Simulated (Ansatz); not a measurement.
Relaxation of BFH7NSiSn (12 atoms, charge 0, multiplicity 1), to a largest force component of 0.015 eV/Å in at most 40 steps.

Computed with RKS B3LYP/def2-SVP (Ansatz).

```xyz
12
Properties=species:S:1:pos:R:3
N 1.174 0.759 1.325
B 0.206 0.167 0.277
Si -1.469 1.053 -0.271
Sn 0.827 -1.765 -0.634
F 2.459 -1.613 -1.567
H 0.561 0.963 2.178
H 1.416 1.752 0.959
H -2.538 0.193 0.039
H -1.390 1.338 -1.660
H -1.573 2.318 0.501
H -0.496 -2.241 -1.755
H 0.901 -2.980 0.642
```

**Question.** Where does it end, and by what steps?

**Answer.** The run converged. The force dipped under the threshold on the way, but the program's further checks kept it going. After 27 steps the energy has fallen by 2.398 eV; F5 moved furthest, 1.60 Å.

```json
{"step": "0", "energy less start (eV)": "0.0000", "largest force component (eV/Å)": "2.663", "accepted": "yes"}
{"step": "1", "energy less start (eV)": "-0.5590", "largest force component (eV/Å)": "1.083", "accepted": "yes"}
{"step": "2", "energy less start (eV)": "-0.7305", "largest force component (eV/Å)": "0.873", "accepted": "yes"}
{"step": "3", "energy less start (eV)": "-0.9075", "largest force component (eV/Å)": "1.861", "accepted": "yes"}
{"step": "4", "energy less start (eV)": "-1.1505", "largest force component (eV/Å)": "2.227", "accepted": "yes"}
{"step": "5", "energy less start (eV)": "-1.5348", "largest force component (eV/Å)": "2.617", "accepted": "yes"}
{"step": "6", "energy less start (eV)": "-1.8320", "largest force component (eV/Å)": "2.070", "accepted": "yes"}
{"step": "7", "energy less start (eV)": "-1.9958", "largest force component (eV/Å)": "2.872", "accepted": "yes"}
{"step": "8", "energy less start (eV)": "-2.1187", "largest force component (eV/Å)": "1.600", "accepted": "yes"}
{"step": "9", "energy less start (eV)": "-2.1756", "largest force component (eV/Å)": "1.016", "accepted": "yes"}
{"step": "10", "energy less start (eV)": "-2.2076", "largest force component (eV/Å)": "0.772", "accepted": "yes"}
{"step": "11", "energy less start (eV)": "-2.2198", "largest force component (eV/Å)": "0.420", "accepted": "yes"}
{"step": "12", "energy less start (eV)": "-2.2242", "largest force component (eV/Å)": "0.280", "accepted": "yes"}
{"step": "13", "energy less start (eV)": "-2.2322", "largest force component (eV/Å)": "0.118", "accepted": "yes"}
{"step": "14", "energy less start (eV)": "-2.2419", "largest force component (eV/Å)": "0.492", "accepted": "yes"}
{"step": "15", "energy less start (eV)": "-2.2536", "largest force component (eV/Å)": "0.562", "accepted": "yes"}
{"step": "16", "energy less start (eV)": "-2.2761", "largest force component (eV/Å)": "0.672", "accepted": "yes"}
{"step": "17", "energy less start (eV)": "-2.3091", "largest force component (eV/Å)": "0.537", "accepted": "yes"}
{"step": "18", "energy less start (eV)": "-2.3525", "largest force component (eV/Å)": "0.313", "accepted": "yes"}
{"step": "19", "energy less start (eV)": "-2.3851", "largest force component (eV/Å)": "0.077", "accepted": "yes"}
{"step": "20", "energy less start (eV)": "-2.3900", "largest force component (eV/Å)": "0.170", "accepted": "yes"}
{"step": "21", "energy less start (eV)": "-2.3920", "largest force component (eV/Å)": "0.216", "accepted": "yes"}
{"step": "22", "energy less start (eV)": "-2.3969", "largest force component (eV/Å)": "0.048", "accepted": "yes"}
{"step": "23", "energy less start (eV)": "-2.3975", "largest force component (eV/Å)": "0.007", "accepted": "yes"}
{"step": "24", "energy less start (eV)": "-2.3978", "largest force component (eV/Å)": "0.057", "accepted": "yes"}
{"step": "25", "energy less start (eV)": "-2.3981", "largest force component (eV/Å)": "0.028", "accepted": "yes"}
{"step": "26", "energy less start (eV)": "-2.3982", "largest force component (eV/Å)": "0.015", "accepted": "yes"}
{"step": "27", "energy less start (eV)": "-2.3982", "largest force component (eV/Å)": "0.009", "accepted": "yes"}
```

```xyz
12
Properties=species:S:1:pos:R:3
N 1.126 0.880 0.749
B 0.030 0.282 0.149
Si -1.809 1.104 0.025
Sn 0.733 -1.744 -0.633
F 2.595 -1.464 0.025
H 1.111 1.796 1.188
H 2.032 0.405 0.775
H -2.824 0.226 0.687
H -2.223 1.251 -1.406
H -1.882 2.456 0.667
H 0.937 -2.032 -2.321
H 0.251 -3.215 0.129
```

Run time: 2.2 min on 2 threads of Arm Neoverse V1, on a shared host, peak memory 0.31 GiB.
